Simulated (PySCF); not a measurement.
An unknown gives this computed stick spectrum. The calculation used PySCF 2.14.0, density-fitted response routines, TDDFT CAM-B3LYP/def2-SVPD, vertical, gas phase, core orbitals frozen in the response. Geometries: GFN2-xTB, one conformer each.

```json
{"state": "S1", "E (eV)": "5.13", "f": "0.0037"}
{"state": "S2", "E (eV)": "5.41", "f": "0.0003"}
{"state": "S3", "E (eV)": "5.57", "f": "0.052"}
{"state": "S4", "E (eV)": "6.33", "f": "0.071"}
{"state": "S5", "E (eV)": "7.17", "f": "0.0024"}
{"state": "S6", "E (eV)": "7.41", "f": "0.587"}
{"state": "S7", "E (eV)": "7.44", "f": "0.227"}
{"state": "S8", "E (eV)": "7.51", "f": "0.235"}
```

**Question.** Which candidate is it? All have the formula C6H7N.
A. `C=CC/C=C\C#N`
B. `C1CC1/C=C\C#N`
C. `c1(C)ncccc1`

**Answer.** C. Its S1, at 5.13 eV, is the lowest among the candidates; the nearest of the others has S1 at 5.87 eV. S1 is HOMO-1→LUMO (97%). Löwdin shares by element: HOMO carbon 75% or more (atoms not listed hold the other 25%); LUMO carbon 54% or more, nitrogen 20% (atoms not listed hold the other 26%). At the same level the other candidates give, for their lowest levels:
- `C=CC/C=C\C#N`: 6.00 eV (f 0.377); 6.33 eV (f 0.148); 6.74 eV (f 0.004); 6.99 eV (f 0.003); 7.61 eV (f 0.050); T1 3.74 eV; HOMO -9.18, LUMO -0.45 eV
- `N#C/C=C\C1CC1`: 5.87 eV (f 0.533); 6.61 eV (f 0.002); 6.75 eV (f 0.003); 7.30 eV (f 0.002); 7.48 eV (f 0.013); T1 3.60 eV; HOMO -8.75, LUMO -0.21 eV
Triplets come from the Tamm–Dancoff approximation.
